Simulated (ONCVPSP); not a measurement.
**Logarithmic derivatives: Mn (Z = 25), ONCV**

```
Element                 : Mn
Generator               : ONCVPSP 4.0.1
Type                    : optimised norm-conserving Vanderbilt (ONCV)
Functional              : PBE
Relativity              : scalar-relativistic
Frozen core             : [Ne] 3s2
Valence charge          : 13
Reference configuration : 3p6 3d5 4s2
Partial waves           : 4s: rc 2.30 bohr, ncon 4, nbas 7, qcut 3.5 1/bohr, 3 projectors, debl 3.8 Ha; 3p: rc 0.85 bohr, ncon 3, nbas 6, qcut 8.2 1/bohr, 2 projectors, debl 0.4 Ha; 3d: rc 1.55 bohr, ncon 3, nbas 8, qcut 9 1/bohr, 1 projector
Local potential         : polynomial inside 0.70 bohr (lpopt 5, dvloc0 1 Ha)
Core correction         : none
```

In the p channel the program set the typed energies aside and used -2.006, 0.250 Ha.

The phase is arctan(r·R′/R) of the radial function R(r), unwrapped; energies in Ha, scanned from -4 to 5 Ha. A pole is an energy at which the radial function vanishes at the test radius. The pseudo phase is shifted by a multiple of π to meet the all-electron one at the reference energy, and phase errors are pseudo minus all-electron; the curves can meet again beyond the range given. Levels narrower than the energy grid can be missing from the lists of poles.

```tsv
channel	radius (bohr)	reference energy (Ha)	poles, all-electron	poles, pseudo	unbroken range about the reference energy with phases within 0.05 rad	phase error 1 Ha above the reference energy (rad)
s	2.33	-0.19	-3.14, 1.36	-1.64, 1.36	above -1.6	-0.001
p	0.86	-2.01	none	none	the whole range	+0.000
d	1.57	-0.25	0.37	0.40	below 1.2	+0.022
```

Note: ghosts flagged at negative energy: s at -44.7 eV; GHOST(+) flagged for s at 265.7 eV. A true bound ghost makes a file unfit for plane-wave use.

Phases in the p channel:

```tsv
E (Ha)	all-electron	pseudo
-3.98	-0.298	-0.298
-3.74	-0.406	-0.406
-3.50	-0.508	-0.508
-3.26	-0.604	-0.604
-3.02	-0.692	-0.692
-2.78	-0.772	-0.772
-2.54	-0.844	-0.844
-2.30	-0.909	-0.909
-2.06	-0.968	-0.968
-1.82	-1.020	-1.020
-1.58	-1.068	-1.068
-1.34	-1.110	-1.110
-1.10	-1.149	-1.149
-0.86	-1.184	-1.184
-0.62	-1.216	-1.216
-0.38	-1.244	-1.244
-0.14	-1.271	-1.271
0.10	-1.296	-1.296
0.34	-1.318	-1.318
0.58	-1.339	-1.339
0.82	-1.358	-1.358
1.06	-1.376	-1.376
1.30	-1.393	-1.393
1.54	-1.409	-1.409
1.78	-1.424	-1.424
2.02	-1.438	-1.438
2.26	-1.451	-1.451
2.50	-1.464	-1.464
2.74	-1.476	-1.476
2.98	-1.488	-1.488
3.22	-1.499	-1.499
3.46	-1.509	-1.509
3.70	-1.520	-1.520
3.94	-1.529	-1.530
4.18	-1.539	-1.539
4.42	-1.548	-1.548
4.66	-1.557	-1.557
4.90	-1.566	-1.566
```
